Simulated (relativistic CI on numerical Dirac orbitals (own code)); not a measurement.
# The spin-orbit constant of K VI from its measured fine structure

Problem. The ground term 3P of K VI (3s2 3p2) has the measured levels J = 0: 0.0, J = 1: 1132.5, J = 2: 2927.2 cm⁻¹ (Sansonetti, J. Phys. Chem. Ref. Data 37, 7 (2008)). Test the interval rule and estimate ζ(3p).

Working.
1. In LS coupling E(J) − E(J − 1) = AJ. The intervals give A = 1132.5 (J = 1), 897.3 (J = 2) cm⁻¹.
2. These values spread by 24 % of their mean, from second-order spin-orbit mixing with other terms and from spin-spin terms.
3. The whole width divided by the sum of the upper J values gives a mean A = 975.7 cm⁻¹.
4. For the Hund term of a shell that is less than half full, A = +ζ/2S with 2S = 2, so ζ = 1951 cm⁻¹.

Check. The value calculated from Dirac-Coulomb-Breit radial functions of this configuration is ζ = 1941 cm⁻¹, 1 % below the estimate from measurement. The same recipe applied to the calculated levels returns 1938 cm⁻¹, which shows the bias of the recipe itself. Where the interval rule fails, the estimate is only rough.
